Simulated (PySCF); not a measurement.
Compound: C7H8NO2 (charge -1).
Cartesian coordinates in Å at the PBE0-D3(BJ)/def2-SVP level; atoms count from 1:
```
atom  x, y, z in Å
C1    -0.9772   -1.0264   -0.3726
C2     0.4950   -0.8041   -0.7219
O3     1.0910   -1.7841   -1.2013
C4     1.1388    0.4541   -0.5118
C5     2.6000    0.4729   -0.8903
C6     3.5042    0.1787    0.2222
N7     4.2269   -0.0571    1.0989
C8     0.6433    1.7070   -0.0364
C9    -0.8210    1.9001    0.3595
O10    1.3701    2.7102    0.0617
H11   -1.1867   -0.8408    0.6916
H12   -1.6520   -0.3817   -0.9558
H13   -1.1984   -2.0767   -0.6041
H14    2.8701    1.4743   -1.2623
H15    2.7773   -0.2948   -1.6603
H16   -1.5117    1.6997   -0.4737
H17   -0.9264    2.9487    0.6681
H18   -1.1187    1.2487    1.1948
```

Computed at PBE0/pcSseg-1 (PySCF, non-relativistic), with Q(17O) = −0.0256 b, Q(14N) = 0.02044 b: O3, 17O (I = 5/2): χzz = 10.17 MHz, η = 0.124; N7, 14N (I = 1): χzz = -4.003 MHz, η = 0.021.

(1) Where would the pure quadrupole (NQR) lines of 17O at O3 fall for the rigid, isolated species?

(2) Find the zero-field quadrupole resonance frequencies of 14N at N7.

Answers

(1) From the eigenvalues of H = χ/[4I(2I − 1)] × [3Iz² − I(I + 1) + η(Ix² − Iy²)], steps between neighbouring levels, labelled as for η = 0: ±1/2↔±3/2 1.551 MHz, ±3/2↔±5/2 3.042 MHz (oxygen bonded to C).

(2) From ν± = (3/4)|χ|(1 ± η/3) and ν0 = |χ|η/2: ν+ 3.023 MHz, ν− 2.981 MHz, ν0 0.042 MHz (nitrile nitrogen).

In a crystal, neighbours and librations shift these lines. The pcSseg-1 basis has no diffuse functions, a weakness for an anion. With a basis this small, the couplings can be 20 % off.

One conformer stands for the species.
